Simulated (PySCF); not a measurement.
Several molecules and their computed UV-vis stick spectra, shuffled. Computed, not measured: TDDFT CAM-B3LYP/def2-SVPD, vertical, gas phase, core orbitals frozen in the response (PySCF 2.14.0, density-fitted response routines). Geometries: PBE0-D3(BJ)/def2-SVP; one conformer of each isolated species. Triplets are in the Tamm–Dancoff approximation.

A. `FC(F)(F)[C@@H]1CC[SiH2]1`
B. `COB(B(F)F)OC`
C. `[SiH3][N]([SiH3])[Al]1[CH2]CC[CH2]1`

Lowest singlet levels (six at most, fewer where fewer were computed) with oscillator strengths:

1. 7.17 eV (f 0.029); 7.59 eV (f 0.009); 7.63 eV (f 0.013); 8.02 eV (f 0.039); 8.14 eV (f 0.146); 8.38 eV (f 0.049); T1 6.05 eV
2. 7.26 eV (f 0.022); 7.93 eV (f 0.001); 7.98 eV (f 0.078); 8.28 eV (f 0.020); 8.28 eV (f 0.004); 8.38 eV (f 0.015); T1 6.82 eV
3. 5.45 eV (f 0.000); 5.97 eV (f 0.028); 6.30 eV (f 0.005); 6.79 eV (f 0.072); 6.89 eV (f 0.011); 6.96 eV (f 0.002); T1 5.15 eV

Question: Match each spectrum to its molecule.

Answer: 1 = B, 2 = A, 3 = C.
- A: S1 at 7.26 eV, HOMO→LUMO (93%); Löwdin shares by element: HOMO carbon 53% or more, silicon 21% (atoms not listed hold the other 26%); LUMO silicon 34%, hydrogen 22% or more, carbon 12% or more (atoms not listed hold the other 32%); HOMO -9.80 and LUMO 0.88 eV.
- B: S1 at 7.17 eV, HOMO-1→LUMO (67%), HOMO-1→LUMO+1 (19%); Löwdin shares by element: HOMO oxygen 64%, carbon 16% (atoms not listed hold the other 20%); LUMO boron 39%, carbon 12% or more, fluorine 11% or more (atoms not listed hold the other 38%); HOMO -10.04 and LUMO 0.73 eV.
- C: S1 at 5.45 eV, HOMO→LUMO+1 (97%); Löwdin shares by element: HOMO carbon 57% or more, aluminium 17% (atoms not listed hold the other 25%); LUMO aluminium 48%, silicon 18%, nitrogen 4% (atoms not listed hold the other 30%); HOMO -8.36 and LUMO 0.32 eV; point group C2, 1 of its 6 listed states under f = 0.0005.
A and B have S1 within 0.10 eV of each other; their strongest listed levels stand at 7.98 eV (f 0.078) and 8.14 eV (f 0.146).

Without π bonds the low states are Rydberg-like; a valence basis with one diffuse set may place them up to an eV too high.
